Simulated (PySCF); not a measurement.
**Yb: excitation energy**

Yb [Xe] 4f14 6s2 (1S) → Yb [Xe] 4f14 5d1 6s1 (3D), as a difference of total energies. All numbers are calculated (PySCF 2.14, the spin-free X2C one-electron Hamiltonian (Gaussian nucleus), in x2c-TZVPPall). Correlated levels: valence: [Kr] 4d10 frozen; valence and next inner shell: [Ar] 3d10 frozen. The calculations carry no spin-orbit coupling.

Order these methods by the excitation energy they give, lowest first.
A. UHF
B. M06-2X
C. MP2 (valence)
D. r2SCAN

D (19368 cm⁻¹), A (21118 cm⁻¹), C (25841 cm⁻¹), B (27414 cm⁻¹).

Errors of the correlated levels include the incompleteness of this basis and the frozen core.

For comparison: 24942 cm⁻¹ (measured; NIST levels, between the centres of gravity of the two terms).
